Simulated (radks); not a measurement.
Removal energies from the thallium ion Tl6+, [Xe] 4f14 5d7, by Delta-SCF beside the eigenvalue of the level emptied. Method: scalar-relativistic Kohn-Sham, LDA (Slater exchange, Perdew-Wang correlation), spin-polarised, spherical densities, finite nucleus; Fermi nuclear charge, rms radius of each element as measured or else 0.836 A^(1/3) + 0.57 fm; computed with a radial shooting solver on a logarithmic mesh with Libxc functionals. Open shells are filled with parallel spins first.

removed from         final configuration  Delta-SCF (eV)  -eigenvalue (eV)
5d                         [Xe] 4f14 5d6          99.703            91.318
5p            [Kr] 4d10 4f14 5s2 5p5 5d7          165.89            156.12
4f                         [Xe] 4f13 5d7          214.75            198.13
5s            [Kr] 4d10 4f14 5s1 5p6 5d7          223.04            212.41
